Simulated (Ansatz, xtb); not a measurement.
**C5H9FS2: which of two isomers lies lower**

We compare a, `FC[C@@H]1CCSSC1`, a singlet, with b, `CC[C@@H]1SCS[C@H]1F`, a singlet. Both are isolated molecules in the gas phase, relaxed with PBE-D3(BJ)/def2-SVP; each stands in its lowest conformer found.

Problem. Estimate which is lower in electronic energy at CCSD(T)/def2-SVP + ΔMP2/def2-TZVPP, and by roughly how much.

Solution. The CCSD(T)/def2-SVP + ΔMP2/def2-TZVPP calculation puts structure a lower, by 21.1 kJ/mol.

Level by level:

| level | geometry | E(b) − E(a) (kJ/mol) | departure from the last row (kJ/mol) | job, with rough time for the two |
| --- | --- | --- | --- | --- |
| GFN2-xTB | GFN2-xTB | +76.8 | +55.6 | optimisation, 0.23 s |
| HF/STO-3G | GFN2-xTB | −5.2 | −26.3 | single point, 0.6 s |
| r2SCAN-D4/def2-SVP | GFN2-xTB | +15.5 | −5.6 | single point, 5.6 s |
| PBE-D3(BJ)/def2-SVP | PBE-D3(BJ)/def2-SVP | +17.3 | −3.8 | optimisation, 34 s |
| HF/def2-SVP | PBE-D3(BJ)/def2-SVP | +30.5 | +9.4 | part of the CCSD(T) run |
| MP2/def2-SVP | PBE-D3(BJ)/def2-SVP | +11.4 | −9.7 | part of the CCSD(T) run |
| CCSD(T)/def2-SVP | PBE-D3(BJ)/def2-SVP | +16.4 | −4.7 | single point |
| CCSD(T)/def2-SVP + ΔMP2/def2-TZVPP | PBE-D3(BJ)/def2-SVP | +21.1 |  | single point, 3.1 min |

As drawn, b has 2 C–S in place of 1 C–C, 1 S–S. Structure a has a 6-membered ring, b a 5-membered ring.

HF/STO-3G puts the two in the other order. The largest departure from CCSD(T)/def2-SVP + ΔMP2/def2-TZVPP is that of GFN2-xTB, 55.6 kJ/mol. The last row adds to CCSD(T) the change of the MP2 difference between the two basis sets, here +4.7 kJ/mol.

With thermal terms from frequencies at re-optimised GFN2-xTB minima (ideal gas, soft modes damped towards free rotors, one conformer each, 298.15 K, 1 atm): the zero-point term adds −5.0 kJ/mol; ΔH is +17.6 and ΔG +14.5 kJ/mol.

The correlated steps freeze 16 core orbitals. Programs: Ansatz 0.2.0, xtb 6.7.1; the last row on 4 threads of Arm Neoverse V1 on a shared host.
